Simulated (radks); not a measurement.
Question: V IV, configuration [Ar] 3d0.5 4p1.5 (fractional occupations, a model configuration). Calculated with a radial shooting solver on a logarithmic mesh with Libxc functionals: Dirac Kohn-Sham, PBE, spin-unpolarised, spherical densities, finite nucleus; open shells are shared between the two j in proportion to 2j + 1; Fermi nuclear charge, rms radius 3.6002 fm. Some entries of the table are withheld. Estimate them.

orbital,occ.,eigenvalue (hartree),<r> (bohr)
1s1/2,2,(1),0.06644
2s1/2,2,-24.03566,0.3080
2p1/2,2,(2),(3)
2p3/2,4,(4),(5)
3s1/2,2,(6),0.9176
3p1/2,2,-3.32612,(7)
3p3/2,4,-3.29202,(8)
3d3/2,0.2,-1.78789,(9)
3d5/2,0.3,-1.78414,(10)
4p1/2,0.5,-0.95879,2.647
4p3/2,1,-0.95363,2.660

Answer: 
(1) 1s1/2 eigenvalue (hartree): -198.9198
(2) 2p1/2 eigenvalue (hartree): -20.54679
(3) 2p1/2 <r> (bohr): 0.2722
(4) 2p3/2 eigenvalue (hartree): -20.28633
(5) 2p3/2 <r> (bohr): 0.2750
(6) 3s1/2 eigenvalue (hartree): -4.29458
(7) 3p1/2 <r> (bohr): 0.9574
(8) 3p3/2 <r> (bohr): 0.9643
(9) 3d3/2 <r> (bohr): 1.066
(10) 3d5/2 <r> (bohr): 1.068
